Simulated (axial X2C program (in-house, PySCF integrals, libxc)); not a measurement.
**Outer orbitals of WCl⁺ at 2.158 Å, TPSSh**

Computed with an in-house relativistic program for diatomic molecules. Spin-free means the one-electron spin-free X2C Hamiltonian; two-component (2c) means X2C with spin–orbit coupling and atomic mean-field two-electron Coulomb and Gaunt terms, so the difference of the two also holds small scalar two-electron terms. Basis: W dyall-cv3z [13s14p9d7f4g], Cl dyall-av3z [9s8p3d2f] (cores contracted in-house); Gaussian nuclei, density fitting, unrestricted open shells. Masses: W 183.951 u, Cl 34.969 u.

The distance is close to the 2c PBE0 minimum; the highest filled and lowest empty levels are listed.

Spin-free orbitals, state M_S = 2, Λ = 1 (beyond evenly filled blocks: σα, π+α, δ+α, δ-α) (Löwdin shares):

| symmetry | occupied | ε (eV) | atomic character |
| --- | --- | --- | --- |
| σβ | yes | -28.16 | 72% Cl s, 10% W d, 7% W p |
| σα | yes | -28.10 | 72% Cl s, 10% W d, 7% W p |
| σα | yes | -16.87 | 70% Cl p, 18% W d, 5% W s |
| σβ | yes | -16.66 | 75% Cl p, 14% W d, 5% W s |
| π+α | yes | -15.75 | 64% Cl p, 27% W d, 3% W f |
| π-α | yes | -15.57 | 66% Cl p, 24% W d, 4% W f |
| π+β | yes | -15.34 | 76% Cl p, 14% W d, 4% W f |
| π-β | yes | -15.34 | 76% Cl p, 14% W d, 4% W f |
| σα | yes | -12.91 | 45% W s, 40% W d, 9% Cl p |
| δ+α | yes | -12.76 | 99% W d |
| δ-α | yes | -12.72 | 99% W d |
| π+α | yes | -11.92 | 68% W d, 20% Cl p, 4% W p |
| π-α | no | -10.94 | 70% W d, 17% Cl p, 4% W p |
| σβ | no | -9.47 | 50% W s, 33% W d, 8% Cl p |
| σα | no | -9.14 | 35% W p, 27% W d, 19% W s |
| π+β | no | -8.96 | 80% W d, 8% Cl p, 5% Cl d |
| π-β | no | -8.96 | 80% W d, 8% Cl p, 5% Cl d |

Spinors with spin–orbit coupling (state Ω = 1):

```csv
ω,occupied,ε (eV),atomic character,λ mixture
-1/2,yes,-28.15,"72% Cl s, 10% W d, 7% W p",100% σ
1/2,yes,-28.09,"72% Cl s, 10% W d, 7% W p",100% σ
1/2,yes,-16.86,"70% Cl p, 18% W d, 5% W s",100% σ
-1/2,yes,-16.67,"74% Cl p, 14% W d, 5% W s","99% σ, 1% π"
-1/2,yes,-15.81,"64% Cl p, 28% W d, 3% W f","100% π, 0% σ"
3/2,yes,-15.51,"67% Cl p, 24% W d, 4% W f",100% π
1/2,yes,-15.40,"76% Cl p, 14% W d, 4% W f",100% π
-3/2,yes,-15.29,"76% Cl p, 14% W d, 5% W f",100% π
-3/2,yes,-13.06,98% W d,"99% δ, 1% π"
1/2,yes,-12.91,"45% W s, 40% W d, 9% Cl p","99% σ, 1% π"
5/2,yes,-12.41,99% W d,100% δ
-1/2,yes,-12.08,"67% W d, 20% Cl p, 5% W p","98% π, 2% σ"
3/2,no,-10.80,"71% W d, 16% Cl p, 4% W p","98% π, 2% δ"
-1/2,no,-9.50,"52% W s, 31% W d, 8% Cl p","99% σ, 1% π"
1/2,no,-9.35,"49% W d, 21% W p, 12% W s","53% σ, 47% π"
1/2,no,-8.87,"57% W d, 18% W p, 10% Cl p","53% π, 47% σ"
```

How does the gap between the highest filled and lowest empty level change from the spin-free to the 2c table?

From 0.98 to 1.28 eV at TPSSh, a change of 0.30 eV.

Mulliken charges and populations of the two-component result (they depend on the basis, above all on diffuse functions):

W 0.90 e (s 10.74 p 24.14 d 24.16 f 14.05 g 0.01), Cl 0.10 e (s 5.94 p 10.89 d 0.06 f 0.01). ⟨Lz⟩ = -0.97 ħ and ⟨Sz⟩ = 1.97 ħ (2.00 and -0.03 on the two atoms), which add up to Ω.

One determinant describes the state; a PBE0 search over occupations chose it and may have missed a lower one. Density functionals use the spin component along the axis (collinear). The functionals have no current-density term, which raises determinants with orbital currents, atoms included. With several unpaired electrons one determinant need not be a pure state. Open-shell Ω = 0 determinants with evenly filled partner blocks cannot be reached by this program, so the Ω shown need not be the lowest component. The determinant is spin-polarised beyond a pure state at some levels (its spin-free form has ⟨S²⟩ too high), which makes Re and μ there less reliable.
